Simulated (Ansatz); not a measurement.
`C[NH][AlH][F]` + H–F → `[F][AlH][F]` + CH₃NH₂ at 298.15 K and 1 bar (ligand exchange at the Al–N bond).

Gas-phase electronic energies from Ansatz, PBE0-D4/def2-TZVP geometries. CBS: MP2 limit from def2 TZ/QZ plus the TZ coupled-cluster correction, frozen cores. This one scheme is used for every species. Each species was taken in one conformer, which may not be the lowest.

```tsv
species	CCSD(T)/CBS energy (Eh)	H − E (kJ/mol)	S (J/(mol·K))
`C[NH][AlH][F]`	-437.67416	185.9	317.1
H–F	-100.39570	33.5	173.6
`[F][AlH][F]`	-442.35155	43.3	264.7
CH₃NH₂	-95.75281	180.0	240.4
```

H − E and S are ideal-gas, rigid-rotor, harmonic terms from PBE0-D4/def2-TZVP, for one conformer and one mirror image of each species. 1 Eh = 2625.50 kJ/mol, R = 8.31446 J/(mol·K).

Problem. By hand: ΔE, ΔH, ΔS and ΔG.

Solution. ΔE = (-442.35155) + (-95.75281) − (-437.67416) − (-100.39570) = -0.03450 Eh = -90.6 kJ/mol. Δ(H − E) = 43.3 + 180.0 − 185.9 − 33.5 = 3.9, so ΔH = -86.7 kJ/mol. ΔS = 264.7 + 240.4 − 317.1 − 173.6 = 14.4 J/(mol·K). ΔG = -86.7 − 298.15 × (14.4)/1000 = -91.0 kJ/mol.

Problem. By hand: the equilibrium constant, and the temperature at which ΔG would vanish if ΔH and ΔS stayed fixed.

Solution. log₁₀ K = −ΔG/(RT ln 10) = 15.9. ΔH and −TΔS have one sign here, so there is no such temperature.

The number of gas molecules stays the same, so ΔS is small and ΔH decides. A doubt of 5 kJ/mol in ΔE shifts log₁₀ K by 0.9 here. Other conformers and mirror images would add mixing entropy, several J/(mol·K) or more a flexible species. These are equilibria of isolated gas molecules and say nothing of rates. Largest T1 diagnostic: 0.013 (customary marks: 0.02 for closed shells, 0.045 for open ones).
